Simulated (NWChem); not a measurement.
Molecule: FeHSCl, quintet; SMILES [Cl][Fe][SH]

```xyz
4

Fe     0.1640     0.0068     0.0000
Cl     0.0299    -2.1463     0.0000
S      0.3462     2.2285     0.0000
H     -0.9981     2.3938     0.0000
```
Atoms are numbered in this order, from 1.

Level: PBE0/def2-SVP, spin-unrestricted (NWChem), optimised geometry, unscaled harmonic frequencies. In the optimisation the excess spin sits in a' and a" (Cs, its own frame). The spin multiplicity was typed, not searched, and may not be the lowest.

Problem. List the harmonic frequencies with IR intensities, and the thermochemistry.

Solution. 
| frequency (cm⁻¹) | IR intensity (km/mol) |
|---|---|
| 31 | 20.1 |
| 36 | 18.8 |
| 325 | 0.0 |
| 474 | 103.2 |
| 520 | 43.2 |
| 2691 | 0.9 |

* **zero-point energy**: 5.8 kcal/mol
* **thermal correction to the enthalpy at 298.15 K (with zero-point energy)**: 9.8 kcal/mol
* **heat capacity Cv**: 14.1 cal/(mol K)
* **entropy at 298.15 K and 1 atm (symmetry number 1, electronic part: spin degeneracy alone)**: 81.1 cal/(mol K)
* **dipole moment**: 1.14 D

Rigid rotor and harmonic oscillator; modes under 100 cm⁻¹ make the entropy uncertain.
